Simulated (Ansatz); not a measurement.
Cost and result up the ladder for (H2In-mu-AsH2)2 (In2As2H8) (12 atoms). Charge 0, multiplicity 1. Geometry: PBE0-D4/def2-SVP.

```csv
atom,x (Å),y (Å),z (Å)
In1,-1.517,-1.151,0.863
H2,-1.534,-1.166,2.586
H3,-2.560,-1.940,-0.257
As4,1.062,-1.401,0.000
In5,1.515,1.149,-0.869
H6,1.526,1.160,-2.591
H7,2.562,1.941,0.246
As8,-1.061,1.402,0.002
H9,1.286,-2.477,-1.035
H10,2.034,-1.898,1.042
H11,-1.277,2.472,1.045
H12,-2.036,1.909,-1.032
```

Ansatz; hardware A = 2 threads of AMD EPYC 7R13 on a shared host; B = 2 threads of AMD EPYC 7R13 on a shared host and a share (18 GiB) of an NVIDIA H100 80GB HBM3. Times are rough, and most runs start from the orbitals of an earlier one. r2SCAN0-D4/def2-TZVP serves as the yardstick here, not as an exact answer. Differences are given only for rows in sets of like size (and for xTB, whose basis is part of the method), since another set adds its own error. Binding counts from free atoms at the same level (In doublet, H doublet, As quartet; other spins of the atoms weren't run), without zero-point energy or a counterpoise term.

In the def2 sets In takes a core potential, while STO-3G treats all electrons; there is no spin–orbit coupling. LC-ωPBE has ω = 0.4 bohr⁻¹. Correlated methods freeze 26 core orbitals; core or outer-core shells of In, As are correlated, in sets that lack core-valence functions. The rows differ in basis, and correlated rows in double-zeta sets carry the largest basis error.

Correlated methods converge slowly with the basis, most of all in double-zeta sets.

| level | functions | wall time | binding energy per atom (eV) | difference from r2SCAN0-D4/def2-TZVP (eV) |
| --- | --- | --- | --- | --- |
| HF/STO-3G [A] | 98 | 1.8 s | 2.96 | – |
| PBE-D4/def2-SVP [A] | 156 | 2.7 s | 2.23 | – |
| PBE-D4/def2-TZVP [A] | 244 | 4.8 s | 2.24 | -0.02 |
| PBE0-D4/def2-SVP [A] | 156 | 4.9 s | 2.22 | – |
| CCSD(T)/def2-SVP [B] | 156 | 5.5 s | 2.09 | – |
| LC-ωPBE/def2-TZVP [A] | 244 | 7 s | 2.23 | -0.02 |
| r2SCAN-D4/def2-TZVP [A] | 244 | 9.5 s | 2.27 | 0.02 |
| MP2/def2-TZVP [A] | 244 | 10 s | 2.09 | -0.17 |
| r2SCAN0-D4/def2-TZVP [A] | 244 | 15 s | 2.26 | 0.00 |
| PBE0-D4/def2-TZVP (with forces) [A] | 244 | 16 s | 2.24 | -0.02 |
| B97M-V/def2-TZVP [A] | 244 | 19 s | 2.31 | 0.06 |
